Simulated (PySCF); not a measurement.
C₂H₆O₂Si₂, SMILES O=C1C[SiH2]O[SiH2]1. Geometry optimised at PBE0-D3(BJ)/def2-SVP. The structure was generated by enumeration, and PubChem lists no compound with its InChIKey, so it may never have been made. The values are those of a single conformer.

Problem. Give the equilibrium geometry at PBE0-D3(BJ)/def2-SVP (PySCF confirms it by a frequency run) as bond lengths and angles. (The exact figures need the calculation; the answer reports its results.)

Solution. One answer among several that fit: 
Atoms: O1 C2 C3 Si4 O5 Si6 H7 H8 H9 H10 H11 H12. Bonds (Å): O1–C2 1.206, C2–C3 1.525, C2–Si6 1.950, C3–Si4 1.898, C3–H7 1.107, C3–H8 1.101, Si4–O5 1.682, Si4–H9 1.491, Si4–H10 1.489, O5–Si6 1.677, Si6–H11 1.491, Si6–H12 1.488. Angles (°): O1–C2–C3 124.1, O1–C2–Si6 126.0, C3–C2–Si6 109.7, C2–C3–Si4 107.3, C2–C3–H7 106.4, C2–C3–H8 110.8, Si4–C3–H7 106.0, Si4–C3–H8 118.1, H7–C3–H8 107.7, C3–Si4–O5 100.1, C3–Si4–H9 112.7, C3–Si4–H10 113.1, O5–Si4–H9 110.6, O5–Si4–H10 110.3, H9–Si4–H10 109.7, Si4–O5–Si6 117.7, C2–Si6–O5 97.9, C2–Si6–H11 113.1, C2–Si6–H12 112.0, O5–Si6–H11 111.1, O5–Si6–H12 111.9, H11–Si6–H12 110.3.
Charge 0, spin multiplicity 1.
